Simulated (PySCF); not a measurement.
How methods differ on the ionisation energy of Kr²⁺

Kr²⁺ [Ar] 3d10 4s2 4p4 (3P) → Kr³⁺ [Ar] 3d10 4s2 4p3 (4S), as a difference of total energies. Computed with PySCF 2.14 in dyall-av2z (16s12p8d, 92 functions), with the non-relativistic Hamiltonian (point nucleus). Correlated levels: valence: [Ar] 3d10 frozen; virtual orbitals above 40 to 60 times the deepest correlated orbital energy dropped. The calculations carry no spin-orbit coupling.

| method | ionisation energy (eV) | plus first-order spin-orbit estimate | difference from reference of that sum (eV) |
| --- | --- | --- | --- |
| UHF | 34.171 | 34.382 | -1.456 |
| MP2 (valence) | 34.627 | 34.839 | -0.999 |
| SCS-MP2 (valence) | 34.653 | 34.864 | -0.974 |
| CCSD (valence) | 34.648 | 34.860 | -0.978 |
| CCSD(T) (valence) | 34.661 | 34.872 | -0.966 |

Reference: 35.838 ± 0.02 eV (measured; NIST Atomic Spectra Database, ionization energies).

A first-order spin-orbit estimate (lowest level to lowest level, LS coupling) adds 0.211 eV.

These non-relativistic numbers lack the scalar-relativistic shift.

Errors of the correlated levels include the incompleteness of this basis and the frozen core.
